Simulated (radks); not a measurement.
Problem. All-electron atom: the rhodium ion Rh+ in [Kr] 4d(3/2: 3, 5/2: 5). All-electron calculation, Dirac Kohn-Sham, PBE, spin-unpolarised, spherical densities, finite nucleus; Fermi nuclear charge, rms radius 4.4945 fm. Program: a radial shooting solver on a logarithmic mesh with Libxc functionals. Some entries of the table are withheld. Estimate them.

orbital,occ.,eigenvalue (hartree),r(max) (bohr)
1s1/2,2,-846.4511,0.02117
2s1/2,2,-122.9241,0.1199
2p1/2,2,-113.8336,0.09294
2p3/2,4,-108.5189,0.09702
3s1/2,2,-22.19721,0.3516
3p1/2,2,-18.63888,0.3383
3p3/2,4,-17.72463,0.3479
3d3/2,4,(1),(2)
3d5/2,6,(3),(4)
4s1/2,2,-3.31288,0.8821
4p1/2,2,-2.23450,0.9284
4p3/2,4,-2.09168,0.9533
4d3/2,3,(5),(6)
4d5/2,5,(7),(8)

Solution. 
(1) 3d3/2 eigenvalue (hartree): -11.42514
(2) 3d3/2 r(max) (bohr): 0.2898
(3) 3d5/2 eigenvalue (hartree): -11.24485
(4) 3d5/2 r(max) (bohr): 0.2926
(5) 4d3/2 eigenvalue (hartree): -0.50840
(6) 4d3/2 r(max) (bohr): 1.140
(7) 4d5/2 eigenvalue (hartree): -0.49364
(8) 4d5/2 r(max) (bohr): 1.152
